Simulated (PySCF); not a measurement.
Compound: CH₆Cl₂Ge₂.
SMILES with atom numbers: `[Cl:1][GeH2:2][CH2:3][GeH2:4][Cl:5]` (hydrogens: H6, H7 on Ge2; H8, H9 on C3; H10, H11 on Ge4)

Geometry (PBE0-D3(BJ)/def2-SVP, Å), atoms numbered from 1 in this order:
```
atom  x, y, z in Å
Cl1    1.7678    3.1248   -0.1322
Ge2    2.0960    1.2577    0.9266
C3     0.6088    0.1091    0.4173
Ge4   -1.1511    0.8056    0.8736
Cl5   -1.1151    1.2100    3.0088
H6     2.1270    1.5814    2.4236
H7     3.4397    0.7016    0.4286
H8     0.6529   -0.0409   -0.6737
H9     0.7336   -0.8744    0.8987
H10   -1.4700    2.1288    0.1699
H11   -2.2470   -0.2483    0.6461
```

Linear response at B3LYP/def2-SVPD (PySCF, frozen core in the response, non-relativistic). Geometry: PBE0-D3(BJ)/def2-SVP, one conformer, isolated molecule. Relativistic effects, spin–orbit coupling among them, are left out although an element past zinc is present.

Static isotropic polarisability: 100.23 au (14.85 Å³), principal values 93.5, 96.4, 110.8 au.

What is the polarisability at 1064 nm and at the sodium D line?

101.22 au at 1064 nm (+1.0 %), 103.54 au at 589.3 nm (+3.3 %). The rise at 589.3 nm is 3.36 times that at 1064 nm; a pure ω² law gives 3.26. The lowest singlet lies at 186 nm, shorter than both wavelengths.

What is the isotropic C6 coefficient between two such molecules, C6 = (3/π)∫α(iω)² dω?

3613 au (Eh·bohr⁶) by a ten-point quadrature over imaginary frequencies, which is 2160 eV·Å⁶ or 208 J·nm⁶/mol.

Which effective excitation energy ω̄ makes London's formula C6 = (3/4)α²ω̄ exact here?

ω̄ = 4·C6/(3α²) = 0.479 Eh = 13.0 eV. A one-pole form α(ω) = α/(1 − ω²/ω̄²) fitted to the 1064 nm value gives 11.8 eV.

What does −C6/R⁶ come to at R = 10 Å between centres?

-210 J/mol. This is the leading, orientation-averaged term; C8 and higher terms are left out.

What three-body coefficient follows from the one-pole estimate C9 = (3/4)·α·C6?

272000 au. This is an estimate from the two numbers above, not a computed integral.

How anisotropic is the static polarisability, by Δα² = ½[(α1 − α2)² + (α2 − α3)² + (α3 − α1)²]?

Δα = 16.0 au, or 0.16 of the isotropic value.

The lowest 6 singlets have (eV, f): 6.65, 0.005; 6.66, 0.004; 6.70, 0.013; 6.71, 0.013; 7.09, 0.024; 7.12, 0.008. What share of the static polarisability do they carry in the sum over states α = Σ f/ω²?

1.05 au, 1.0 % of α; the largest term, 0.35 au, is that of the state at 7.09 eV. Their oscillator strengths add up to 0.07. Higher states carry the rest.

How many electrons N does the Slater–Kirkwood formula C6 = (3/4)·√N·α^(3/2) need to give this C6?

N = (4·C6/3)²/α³ = 23.0; the species has 110 electrons in all.

What n − 1 at the D line would an ideal gas of it have at 273.15 K and 1 atm (2.6868 × 10¹⁹ cm⁻³), by n − 1 = 2π·N·α′?

25.90 × 10⁻⁴, a formal value whether or not that pressure can be reached.
